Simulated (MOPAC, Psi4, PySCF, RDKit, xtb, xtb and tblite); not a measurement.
Two geometries of SMILES BC[SiH2]c1ccco1, relaxed at GFN2-xTB with one dihedral held; other torsions can differ between them too.

Structure A

```
17

B     -3.4758    -0.0341    -0.3562
C     -1.9629    -0.3938    -0.5416
Si    -1.2390    -0.3041    -2.2950
C      0.5691    -0.7962    -2.1947
C      1.3983    -1.1929    -1.1788
C      2.6679    -1.4278    -1.7508
C      2.5268    -1.1581    -3.0778
O      1.2722    -0.7789    -3.3536
H     -3.9522    -0.0798     0.7135
H     -4.1460     0.2799    -1.2619
H     -1.8038    -1.3959    -0.1320
H     -1.3804     0.2474     0.1270
H     -1.9282    -1.2338    -3.2016
H     -1.3236     1.0605    -2.8351
H      1.1307    -1.3029    -0.1473
H      3.5578    -1.7504    -1.2495
H      3.2217    -1.1984    -3.8939
```

Structure B

```
17

B     -3.4364    -0.0573    -0.5845
C     -1.9250    -0.3441    -0.4126
Si    -1.6737    -2.1374     0.2030
C      0.1762    -2.4387     0.2829
C      1.2874    -1.6602     0.0902
C      2.4116    -2.4873     0.3040
C      1.9096    -3.7147     0.6128
O      0.5705    -3.6959     0.6029
H     -4.1487    -0.1431     0.3407
H     -3.9010     0.1438    -1.6403
H     -1.4976     0.2733     0.3797
H     -1.3301    -0.1787    -1.3094
H     -2.2463    -2.3270     1.5427
H     -2.2703    -3.1157    -0.7180
H      1.2967    -0.6219    -0.1730
H      3.4441    -2.2108     0.2378
H      2.3888    -4.6447     0.8495
```

Problem. Which is lower in energy at the level B3LYP-D3(BJ)/def2-SVP // GFN2-xTB (Psi4), and by how much?

Solution. B is lower, by 14.65 kJ/mol (dihedral H9–B1–C2–Si3: 180° in A, 60° in B).

E(B) − E(A) in kJ/mol at the other levels, on the same two geometries: GFN2-xTB (xtb and tblite) -13.24; B3LYP/def2-SVP // GFN2-xTB (Psi4) -14.03; PBE/def2-SVP // GFN2-xTB (Psi4) -15.75; PBE-D3(BJ)/def2-SVP // GFN2-xTB (Psi4) -16.09; UFF // GFN2-xTB (RDKit) -1.23; PM3, restricted, heats of formation // GFN2-xTB (MOPAC) -11.20; PM6, restricted, heats of formation // GFN2-xTB (MOPAC) -4.40; GFN1-xTB // GFN2-xTB (xtb) -19.30; restricted B3LYP/6-31G*, spherical d, density fitting // GFN2-xTB (PySCF) -14.90; restricted LDA (SVWN5)/6-31G*, spherical d, density fitting // GFN2-xTB (PySCF) -17.76; restricted BP86/6-31G*, spherical d, density fitting // GFN2-xTB (PySCF) -16.37; restricted B3LYP/3-21G, density fitting // GFN2-xTB (PySCF) -14.51.
